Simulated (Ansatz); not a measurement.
Input file for Ansatz (a first-principles code): U-B3LYP/def2-TZVPPD on HNaO (SMILES [OH][Na]), a point of a bond scan (R = 0.763 Å). Files ending in .json are basis or fitting sets from the Basis Set Exchange.

Ansatz 0.2 input:
```yaml
crystal:
  periodic: [false, false, false]
  atoms:
    - {symbol: Na, position_ang: [-0.00000000, -0.00000000, -0.91728888]}
    - {symbol: O, position_ang: [0.00000000, 0.00000000, 1.01510457]}
    - {symbol: H, position_ang: [0.00000000, 0.00000000, 1.77849384]}
basis:
  gaussian:
    orbitals: def2-TZVPPD.json
hamiltonian:
  xc: {name: B3LYP}
magnetization: {spin_polarized: true, initial_magnetization: 0}
```

It printed:

```
WARN ansatz: RAYON_NUM_THREADS=1 ignored (pool sized by the plan → 1); use --threads N
Functional definition: B3LYP
integrals: 0.02 GiB planned
561 factors; their error is unknown
mean field: 0.27 GiB planned
mean field evaluation 1: about -6469.3745 eV, gradient 5.6e1 eV
mean field evaluation 2: about -6318.8809 eV, gradient 1.3e2 eV
mean field evaluation 4: about -6479.6540 eV, gradient 1.9e0 eV
mean field evaluation 8: about -6479.6903 eV, gradient 9.9e-2 eV
mean field -6479.69031291 eV, -238.1242269075 hartree, gradient 4.2e-5 eV, S^2 0.000000; 0 other end points of the search recorded, 0 dependent functions left out
reference -6479.69052724 eV, -238.1242347842 hartree; 10, 10 occupied and 82, 82 virtual orbitals, 561 factors
Total energy: -6479.69052724 eV, -238.1242347842 hartree
```

The run converged.

Cost: around 1.3 core-seconds (rough).
